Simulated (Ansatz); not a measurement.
Wavefunction ladder for C₄H₁₄N₃OTa (`CC(C)(C)[N]=[Ta]([NH2])([NH2])[OH]`)

```
atom   x (Å)   y (Å)   z (Å)
  C1   0.513  -0.783   2.028
  C2   0.088  -1.076   0.589
  C3   1.170  -1.898  -0.112
  C4  -1.232  -1.846   0.585
  N5  -0.078   0.163  -0.108
 Ta6  -0.393   1.666  -0.986
  N7   0.025   3.128   0.309
  N8   0.844   1.628  -2.553
  O9  -2.207   1.852  -1.602
 H10   1.452  -0.225   2.039
 H11  -0.249  -0.184   2.533
 H12   0.654  -1.710   2.590
 H13   0.880  -2.102  -1.145
 H14   1.327  -2.852   0.399
 H15   2.114  -1.350  -0.122
 H16  -1.131  -2.798   1.112
 H17  -1.548  -2.050  -0.441
 H18  -2.013  -1.260   1.075
 H19   0.406   3.002   1.233
 H20  -0.070   4.114   0.110
 H21   1.542   0.924  -2.733
 H22   0.895   2.348  -3.260
 H23  -2.990   1.309  -1.542
```

The species carries charge 0 and has multiplicity 1. Correlated methods include outer-core shells of Ta, which these sets cover unevenly. Ta: def2 effective core potential. Geometry: relaxed with PBE0-D4/def2-TZVP. It is one conformer, not always the lowest. Frozen core, restricted reference, the Gaussian-basis code of Ansatz.

| basis | HF (Eh) | MP2 corr. | CCSD corr. | (T) | CCSD(T) total |
| --- | --- | --- | --- | --- | --- |
| def2-SVP | ? | -1.59429 | -1.64372 | ? | ? |
| def2-TZVPP | ? | -2.01379 | -2.03813 | ? | ? |
| def2-QZVPP | -454.58365 | -2.17236 | – | – | – |

Problem. Fill in the withheld values. (Best estimate.)

Solution. Computed: def2-SVP HF (Eh): -454.07277; def2-SVP (T): -0.06007; def2-SVP CCSD(T) total: -455.77656; def2-TZVPP HF (Eh): -454.56394; def2-TZVPP (T): -0.09380; def2-TZVPP CCSD(T) total: -456.69587.
